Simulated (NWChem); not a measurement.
GeIF, singlet; SMILES [Ge]([F])[I]

Program: NWChem. Low-valent species are run as closed-shell singlets; no triplet was tried in these runs. Geometry: optimised at PBE0/def2-SVP. def2 effective core potentials on I; no spin-orbit coupling. Ions are spin-unrestricted doublets at the neutral geometry; other ion states weren't tried.

Problem. What does the run give for LDA (Slater exchange, VWN5)/def2-SVP? Quantities: vertical ionisation energy, ΔSCF (eV); −ε(HOMO) (eV).

Solution. 
```yaml
vertical ionisation energy, ΔSCF (eV): 9.90
"−ε(HOMO) (eV)": 6.66
```
